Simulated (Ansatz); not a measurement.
Start from `BCCBO` and change one atom or group to get `NCBO`.

Ansatz, PBE0-D4/def2-TZVP geometries, multiplicity 1. Each molecule was computed in one conformer, which needn't be the lowest.

```tsv
property	`BCCBO`
HOMO energy (PBE/def2-TZVPP) / eV	-6.73
size of the dipole moment (ωB97M-V/def2-TZVPP) / D	1.38
HOMO energy (PBE0/def2-TZVPP) / eV	-8.11
HOMO energy (B3LYP/def2-TZVPP) / eV	-7.93
LUMO energy (B3LYP/def2-TZVPP) / eV	-1.55
HOMO–LUMO gap (PBE0/def2-TZVPP) / eV	6.80
```

Q: What does the change do to each property? (Best estimate.)

A: The calculation gave: 
| property | `NCBO` | shift |
| --- | --- | --- |
| HOMO energy (PBE/def2-TZVPP) / eV | -5.93 | 0.80 |
| size of the dipole moment (ωB97M-V/def2-TZVPP) / D | 2.99 | 1.61 |
| HOMO energy (PBE0/def2-TZVPP) / eV | -7.39 | 0.72 |
| HOMO energy (B3LYP/def2-TZVPP) / eV | -7.17 | 0.76 |
| LUMO energy (B3LYP/def2-TZVPP) / eV | -0.05 | 1.50 |
| HOMO–LUMO gap (PBE0/def2-TZVPP) / eV | 7.62 | 0.82 |

With PBE0 the HOMO rises by 0.72 eV and the LUMO rises by 1.54 eV, so the gap widens by about 0.82 eV. PBE moves the HOMO by 0.80 eV and ωB97M-V by 0.65 eV. Dipoles are sizes alone; their direction can turn.

B3LYP here is the variant with VWN-RPA as its local correlation; programs differ in this.
